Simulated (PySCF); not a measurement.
This script is equivalent to a calculation on O⁺ (oxygen, charge +1).

```python
from pyscf import gto, scf, dft, mp, cc
import basis_set_exchange as bse
mol = gto.M(atom="O 0 0 0", charge=1, spin=3, symmetry="D2h",
            basis=gto.basis.parse(bse.get_basis("aug-cc-pVTZ", elements=["O"], fmt="nwchem")))
mf = dft.UKS(mol, xc="LDA,VWN")
mf.irrep_nelec = {'Ag': (2, 2), 'B1u': (1, 0), 'B2u': (1, 0), 'B3u': (1, 0)}
mf.kernel()
```

Problem. What total energy does it give?

Solution. -74.010 hartree (calculated).

Problem. Which occupied shell lies highest, and where?

Solution. 2p α, at -26.440 eV.

Problem. What is ⟨S²⟩, and what would a pure spin state give?

Solution. 3.752, against 3.75.
